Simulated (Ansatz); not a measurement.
Species: sum formula AlOBr, net charge 0, singlet state. 
Structure (B3LYP-D3(BJ)/def2-TZVP (Ansatz, a quantum-chemistry and plane-wave program) minimum search):
```
Al
O 1 1.5972
Br 1 2.2226 2 180.00
```
Charge 0, spin multiplicity 1.

Property: atomisation energy (electronic, to ground-state atoms), in kcal/mol. Correlated levels leave the core frozen unless marked. Open shells are spin-unrestricted. No spin-orbit coupling. Frozen are the shells of the preceding noble gas and the d and f shells that filled before the atom's block. No relativistic terms. The coupled-cluster limit lacks core correlation, which all-electron functionals hold. CBS marks a two-point X^-3 extrapolation of the correlation energy; Hartree-Fock from the larger set.

```
level        program  atomisation energy (kcal/mol)
-----------  -------  -----------------------------
HF/def2-SVP   Ansatz                          113.8
```

Problem. What does CCSD(T)/CBS(def2-TZVPPD,def2-QZVPPD) (Ansatz) give?

Solution. 213.5 kcal/mol, so HF/def2-SVP differs from it by -99.7 kcal/mol.
